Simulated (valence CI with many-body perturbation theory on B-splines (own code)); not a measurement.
## E1 transitions of Pt VII

Method: configuration interaction combined with many-body perturbation theory (CI+MBPT): four valence electrons over a frozen Dirac-Fock core [Xe] 4f14, radial functions for each j: 7 s, 7 p, 8 d, 6 f, 4 g, 1 h, with the one-electron correlation potential Σ1, the two-electron term Σ2, the three-electron term Σ3, Breit, model QED; selected CI, second order for the rest, scaled by the run's own slope (own B-spline code, finite nucleus).

No measured spectrum was set against this ion. As an estimate, terms of the open shell hold to 2 to 4 % of their energy, and close levels can change places; different configurations can be misplaced against each other by 1,000 to 8,000 cm⁻¹. The list stops below the first excitations out of the core.

Lines 251 to 300 of 600 in falling wavelength, among levels below 312470 cm⁻¹, chosen from the strongest by gf and those to the six lowest levels. Wavelengths and rates use the calculated energies, so an error of 2000 cm⁻¹ moves a line at 853.3 Å by 1.7 % and its rate by three times that or more. Electric multipoles are in the length gauge, E1 and E2 with the static RPA response of the core. Weak lines are less certain than strong ones. Lines between different terms over intervals too small for the method are left out, as are lines whose strength nearly cancels. Where a level lies close to another of its J and parity, the split of strength between their lines is uncertain. The highest levels of a list are the least certain.

Levels are named by their leading jj configuration (3d3/2^4 stands for four electrons in 3d with j = 3/2), which in mixed levels can hold well under half, so a name can repeat and another be missing. Letters in brackets count levels of one name in rising energy.

| λ vac (Å) | Upper | Lower | A (s⁻¹) | S (a.u.) |
| --- | --- | --- | --- | --- |
| 853.3 | (5d3/2 5d5/2^2 6p3/2) J=3 [b] | (5d3/2 5d5/2^2 6s) J=4 [a] | 3.02e+08 | 6.49e-01 |
| 851.2 | (5d3/2 5d5/2^2 6p3/2) J=3 [d] | (5d3/2 5d5/2^2 6s) J=4 [b] | 8.60e+08 | 1.83e+00 |
| 849.3 | (5d3/2 5d5/2^2 6p1/2) J=3 [c] | (5d3/2^2 5d5/2 6s) J=2 [b] | 2.74e+08 | 5.80e-01 |
| 848.9 | (5d3/2^2 5d5/2 6p3/2) J=4 [a] | (5d3/2^2 5d5/2 6s) J=3 [a] | 1.93e+09 | 5.25e+00 |
| 848.4 | (5d3/2 5d5/2^2 6p1/2) J=3 [a] | (5d3/2^3 6s) J=2 | 2.42e+08 | 5.11e-01 |
| 846.3 | (5d3/2 5d5/2^2 6p1/2) J=5 [c] | (5d3/2^2 5d5/2 6s) J=4 [a] | 1.04e+09 | 3.43e+00 |
| 846.1 | (5d3/2^2 5d5/2 6p3/2) J=2 [c] | (5d3/2^2 5d5/2 6s) J=2 [a] | 2.43e+08 | 3.63e-01 |
| 845.7 | (5d3/2 5d5/2^2 6p3/2) J=4 [b] | (5d3/2 5d5/2^2 6s) J=3 [a] | 2.06e+09 | 5.54e+00 |
| 845.5 | (5d3/2^3 6p3/2) J=1 | (5d3/2^3 6s) J=1 | 2.62e+09 | 2.35e+00 |
| 845.5 | (5d3/2^2 5d5/2 6p3/2) J=4 [c] | (5d3/2^2 5d5/2 6s) J=5 | 5.62e+08 | 1.51e+00 |
| 845.2 | (5d3/2 5d5/2^2 6p1/2) J=2 [a] | (5d3/2^3 6s) J=2 | 2.74e+08 | 4.08e-01 |
| 844.6 | (5d3/2^2 5d5/2 6p3/2) J=2 [e] | (5d3/2^2 5d5/2 6s) J=3 [b] | 5.15e+08 | 7.66e-01 |
| 844.0 | (5d3/2 5d5/2^2 6p1/2) J=3 [d] | (5d3/2^2 5d5/2 6s) J=3 [b] | 3.26e+08 | 6.77e-01 |
| 843.7 | (5d3/2^2 5d5/2 6p3/2) J=3 [c] | (5d3/2^2 5d5/2 6s) J=2 [a] | 6.21e+08 | 1.29e+00 |
| 843.4 | (5d3/2 5d5/2^2 6p3/2) J=2 [c] | (5d3/2 5d5/2^2 6s) J=1 [a] | 5.08e+08 | 7.52e-01 |
| 842.0 | (5d3/2^2 5d5/2 6p3/2) J=1 [b] | (5d3/2^2 5d5/2 6s) J=1 [a] | 1.26e+09 | 1.12e+00 |
| 840.7 | (5d3/2 5d5/2^2 6p3/2) J=4 [c] | (5d3/2 5d5/2^2 6s) J=5 [a] | 4.92e+08 | 1.30e+00 |
| 838.5 | (5d3/2^2 5d5/2 6p3/2) J=2 [d] | (5d3/2^2 5d5/2 6s) J=1 [a] | 1.51e+09 | 2.20e+00 |
| 838.2 | (5d3/2^2 5d5/2 6p3/2) J=3 [a] | (5d3/2^2 5d5/2 6s) J=3 [a] | 1.38e+09 | 2.81e+00 |
| 834.4 | (5d3/2^2 5d5/2 6p3/2) J=3 [e] | (5d3/2^2 5d5/2 6s) J=2 [b] | 2.41e+08 | 4.85e-01 |
| 832.9 | (5d3/2^3 6p3/2) J=2 | (5d3/2^3 6s) J=1 | 1.07e+09 | 1.52e+00 |
| 831.7 | (5d3/2 5d5/2^2 6p3/2) J=3 [a] | (5d3/2 5d5/2^2 6s) J=3 [a] | 2.62e+08 | 5.21e-01 |
| 831.6 | (5d3/2 5d5/2^2 6p3/2) J=4 [a] | (5d3/2^2 5d5/2 6s) J=4 [b] | 1.54e+08 | 3.93e-01 |
| 830.9 | (5d3/2 5d5/2^2 6p1/2) J=3 [b] | (5d3/2^3 6s) J=2 | 5.98e+08 | 1.19e+00 |
| 830.2 | (5d3/2 5d5/2^2 6p3/2) J=2 [c] | (5d3/2 5d5/2^2 6s) J=2 [a] | 6.23e+08 | 8.80e-01 |
| 828.6 | (5d3/2 5d5/2^2 6p3/2) J=3 [b] | (5d3/2 5d5/2^2 6s) J=3 [a] | 3.80e+08 | 7.48e-01 |
| 828.4 | (5d3/2 5d5/2^2 6p3/2) J=5 [c] | (5d3/2 5d5/2^2 6s) J=4 [b] | 1.31e+08 | 4.04e-01 |
| 828.1 | (5d3/2^2 5d5/2 6p3/2) J=5 | (5d3/2^2 5d5/2 6s) J=5 | 8.89e+08 | 2.74e+00 |
| 827.2 | (5d3/2^2 5d5/2 6p3/2) J=4 [b] | (5d3/2^2 5d5/2 6s) J=4 [a] | 1.43e+09 | 3.60e+00 |
| 824.6 | (5d3/2^2 5d5/2 6p3/2) J=2 [a] | (5d3/2^2 5d5/2 6s) J=3 [a] | 6.44e+08 | 8.91e-01 |
| 823.7 | (5d3/2^2 5d5/2 6p3/2) J=3 [d] | (5d3/2^2 5d5/2 6s) J=4 [a] | 3.99e+08 | 7.70e-01 |
| 822.0 | (5d3/2 5d5/2^2 6p3/2) J=4 [c] | (5d3/2 5d5/2^2 6s) J=3 [a] | 3.98e+08 | 9.81e-01 |
| 821.8 | (5d5/2^3 6p1/2) J=5 | (5d3/2^2 5d5/2 6s) J=5 | 3.60e+08 | 1.08e+00 |
| 821.0 | (5d3/2 5d5/2^2 6p3/2) J=5 [a] | (5d3/2^2 5d5/2 6s) J=4 [b] | 2.18e+08 | 6.54e-01 |
| 820.6 | (5d3/2 5d5/2^2 6p3/2) J=4 [d] | (5d3/2 5d5/2^2 6s) J=4 [b] | 1.89e+08 | 4.65e-01 |
| 820.5 | (5d3/2 5d5/2^2 6p1/2) J=2 [a] | (5d3/2^3 6s) J=1 | 2.82e+08 | 3.84e-01 |
| 819.8 | (5d3/2^2 5d5/2 6p3/2) J=2 [f] | (5d3/2 5d5/2^2 6s) J=3 [a] | 7.88e+08 | 1.07e+00 |
| 818.6 | (5d3/2^2 5d5/2 6p3/2) J=2 [e] | (5d3/2^2 5d5/2 6s) J=2 [b] | 5.63e+08 | 7.62e-01 |
| 817.2 | (5d3/2 5d5/2^2 6p3/2) J=4 [a] | (5d3/2^2 5d5/2 6s) J=3 [b] | 1.87e+08 | 4.54e-01 |
| 815.9 | (5d3/2^2 5d5/2 6p3/2) J=4 [c] | (5d3/2^2 5d5/2 6s) J=4 [a] | 1.51e+08 | 3.65e-01 |
| 811.9 | (5d3/2 5d5/2^2 6p3/2) J=2 [d] | (5d3/2 5d5/2^2 6s) J=2 [a] | 3.67e+08 | 4.84e-01 |
| 811.2 | (5d3/2^2 5d5/2 6p3/2) J=2 [b] | (5d3/2^2 5d5/2 6s) J=3 [a] | 3.08e+08 | 4.06e-01 |
| 810.4 | (5d3/2 5d5/2^2 6p1/2) J=3 [c] | (5d3/2^2 5d5/2 6s) J=4 [a] | 1.92e+08 | 3.54e-01 |
| 805.2 | (5d3/2 5d5/2^2 6p3/2) J=3 [a] | (5d3/2^2 5d5/2 6s) J=4 [b] | 5.18e+08 | 9.33e-01 |
| 801.3 | (5d3/2^2 5d5/2 6p3/2) J=1 [a] | (5d3/2^3 6s) J=2 | 7.24e+08 | 5.52e-01 |
| 796.9 | (5d3/2^2 5d5/2 6p3/2) J=3 [e] | (5d3/2^2 5d5/2 6s) J=4 [a] | 2.60e+08 | 4.55e-01 |
| 793.8 | (5d3/2 5d5/2^2 6p3/2) J=5 [c] | (5d3/2 5d5/2^2 6s) J=4 [a] | 1.49e+08 | 4.03e-01 |
| 792.2 | (5d3/2 5d5/2^2 6p3/2) J=3 [d] | (5d3/2 5d5/2^2 6s) J=3 [a] | 4.68e+08 | 8.03e-01 |
| 791.5 | (5d3/2 5d5/2^2 6p3/2) J=2 [a] | (5d3/2^2 5d5/2 6s) J=3 [b] | 3.37e+08 | 4.12e-01 |
| 787.2 | (5d3/2^2 5d5/2 6p3/2) J=2 [e] | (5d3/2^2 5d5/2 6s) J=2 [a] | 2.75e+08 | 3.31e-01 |
